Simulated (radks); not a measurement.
Ce II, 57 electrons, occupied as [Xe] 4f0.5 5d2.5 (fractional occupations, a model configuration).

All-electron calculation, scalar-relativistic Kohn-Sham, PBEsol, spin-polarised, spherical densities, point nucleus; open shells are filled with parallel spins first (spin-orbit coupling, left out, can overturn this in heavy ions). Program: a radial shooting solver on a logarithmic mesh with Libxc functionals.

Energy parts (hartree):
| part | energy |
|---|---|
| total | -8856.8470 |
| kinetic | 9387.2178 |
| electron-nucleus | -21443.0882 |
| Hartree | 3404.6699 |
| exchange-correlation | -205.6466 |

Orbitals (lengths in bohr, moments of r in powers of bohr; <r^-3> diverges for s and p1/2):
orbital,occ.,eigenvalue (hartree),<r^-3>,<r>
1s up,1,-1479.530,-,0.02458
1s down,1,-1479.530,-,0.02458
2s up,1,-237.1374,-,0.1053
2s down,1,-237.1346,-,0.1053
2p up,3,-212.4333,7968,0.09239
2p down,3,-212.4312,7968,0.09239
3s up,1,-51.29673,-,0.2788
3s down,1,-51.29040,-,0.2788
3p up,3,-43.44145,1594,0.2768
3p down,3,-43.43501,1594,0.2768
3d up,5,-32.27520,218.5,0.2537
3d down,5,-32.26908,218.5,0.2537
4s up,1,-10.60268,-,0.6366
4s down,1,-10.58467,-,0.6366
4p up,3,-8.03355,345.9,0.6737
4p down,3,-8.01573,345.8,0.6737
4d up,5,-4.33495,39.09,0.7415
4d down,5,-4.31684,39.09,0.7412
4f up,0.5,-0.45221,4.468,1.061
4f down,0,-0.42734,4.541,1.044
5s up,1,-1.70637,-,1.511
5s down,1,-1.66984,-,1.501
5p up,3,-1.06300,50.84,1.751
5p down,3,-1.01781,52.26,1.735
5d up,2.5,-0.30611,2.748,2.697
5d down,0,-0.24797,2.802,2.715

The highest occupied level is 5d up at -8.330 eV. The configuration is held as typed, so some empty levels lie below it. Summed over all electrons, <r^2> = 59.77 bohr^2, which gives a Langevin (diamagnetic) susceptibility term of -47.3 x 10^-6 cm^3/mol. Spin moment in Bohr magnetons: 3.
